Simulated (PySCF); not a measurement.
Species: CF3C(O)NH2, C2H2F3NO.
SMILES with atom numbers: `[NH2:1][C:2](=[O:3])[C:4]([F:5])([F:6])[F:7]` (hydrogens: H8, H9 on N1)

Computed with core-valence-separated Tamm–Dancoff BHandHLYP/aug-pcX-1 (pcseg-1 on H) in PySCF, non-relativistic, gas phase, PBE0-D3(BJ)/def2-SVP geometry.

Computed nitrogen K-edge spectrum, Gaussian lines of 0.6 eV full width, highest printed point 100; it ends one width below the last computed root. The energies are unshifted.

photon energy (eV), absorption and a bar:
```
    398.9          1 
    399.0          2 
    399.1          5 #
    399.2         10 ###
    399.3         21 ######
    399.4         35 ##########
    399.5         51 ###############
    399.6         63 ###################
    399.7         67 ####################
    399.8         61 ##################
    399.9         48 ##############
    400.0         33 ##########
    400.1         21 ######
    400.2         15 ####
    400.3         14 ####
    400.4         18 #####
    400.5         23 #######
    400.6         27 ########
    400.7         28 ########
    400.8         26 ########
    400.9         23 #######
    401.0         24 #######
    401.1         32 ##########
    401.2         49 ###############
    401.3         71 #####################
    401.4         90 ###########################
    401.5        100 ##############################
    401.6         95 ############################
    401.7         77 #######################
    401.8         54 ################
    401.9         32 ##########
    402.0         17 #####
    402.1          7 ##
    402.2          3 #
    402.3          1 
    402.4          1 
    402.5          1 
    402.6          3 #
    402.7          6 ##
    402.8         11 ###
    402.9         17 #####
    403.0         22 #######
    403.1         26 ########
    403.2         27 ########
    403.3         26 ########
    403.4         24 #######
    403.5         25 #######
    403.6         28 ########
    403.7         33 ##########
    403.8         38 ###########
    403.9         40 ############
```

**Question.** Assign the maxima to core holes.

**Answer.** 4 maxima:
- 399.7 eV: N1 (amide nitrogen), 399.69 eV, f = 0.025, 100 % of the height at the exact maximum
- 400.7 eV: N1 (amide nitrogen), 400.66 eV, f = 0.010, 98 % of the height at the exact maximum
- 401.5 eV: N1 (amide nitrogen), 401.52 eV, f = 0.037, 100 % of the height at the exact maximum
- 403.2 eV: N1 (amide nitrogen), 403.12 eV, f = 0.009, 86 % of the height at the exact maximum

Roots within 0.03 eV on the same or equivalent atoms count as one line; shares under 12 % aren't listed.

Vibrational structure and lifetime widths aren't in the curve. The ionisation threshold wasn't computed; near and above it a finite basis only mimics Rydberg series and continuum.

Shape of the structure used: `[NH2:1][C:2](=[O:3])[C:4]([F:5])([F:6])[F:7]`: N1–C2–C4–F5 -133°, H–N1–C2–O3 -1°, H–N1–C2–O3 -177°.

One conformer stands for the species.
